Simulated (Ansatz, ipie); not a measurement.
BO (SMILES [B]=O), multiplicity 2, with the B1–O2 bond stretched and the rest rigid; cc-pVDZ, all electrons correlated; total energies in hartree.
Geometry at rest (charge 0, multiplicity 2):
```xyz
2

B      0.00000     0.00000    -0.73975
O      0.00000     0.00000     0.46234
```

Phaseless AFQMC takes the named determinant as trial and start, 200 walkers, a time step of 0.005 inverse hartree and 400 blocks of 25 steps, of which the first fifth is dropped; its bars are rough statistical errors and leave out the phaseless and time-step bias. At long bonds its restricted trial need not be the state that the restricted coupled-cluster runs follow.

Programs: Ansatz (a first-principles code); ipie for AFQMC. 

| level | R = 1.20 Å | R = 1.56 Å | R = 1.92 Å | R = 2.40 Å | R = 3.13 Å |
|---|---|---|---|---|---|
| U-HF | -99.5267 | -99.4308 | -99.3601 | -99.3253 | -99.3237 |
| RO-MP2 | -99.7709 | -99.6796 | -99.5299 | -99.4397 | -99.3723 |
| U-MP2 | -99.7701 | -99.6267 | -99.5573 | -99.4799 | -99.4661 |
| RO-CCSD | -99.7748 | -99.6765 | -99.5681 | -99.4821 | -99.4121 |
| U-CCSD | -99.7748 | -99.6597 | -99.5982 | -99.5315 | -99.5031 |
| RO-CCSD(T) | -99.7840 | -99.6963 | -99.5868 | -99.5144 | -99.8779 |
| U-CCSD(T) | -99.7838 | -99.6662 | -99.6066 | -99.5392 | -99.5049 |
| RO-CCSDT | -99.7847 | -99.6978 | -99.5896 | -99.5115 | - |
| AFQMC@ROHF | -99.7831 ± 0.0038 | -99.6839 ± 0.0030 | -99.5701 ± 0.0031 | -99.4905 ± 0.0048 | - |
| AFQMC@UHF | -99.7932 ± 0.0031 | -99.6725 ± 0.0030 | - | -99.5385 ± 0.0015 | -99.4665 ± 0.0010 |

AFQMC runs whose block means still drift are left out.

Doubts at one or more of the structures used: a spin-contaminated determinant (U-HF/cc-pVDZ, U-MP2/cc-pVDZ, U-CCSD/cc-pVDZ, U-CCSD(T)/cc-pVDZ); T1 above 0.05 (RO-CCSD/cc-pVDZ, U-CCSD/cc-pVDZ, RO-CCSD(T)/cc-pVDZ, U-CCSD(T)/cc-pVDZ, RO-CCSDT/cc-pVDZ); other coupled-cluster roots lie near (RO-CCSD/cc-pVDZ, RO-CCSD(T)/cc-pVDZ); the program's own flag: large difference (U-CCSD/cc-pVDZ, U-CCSD(T)/cc-pVDZ).
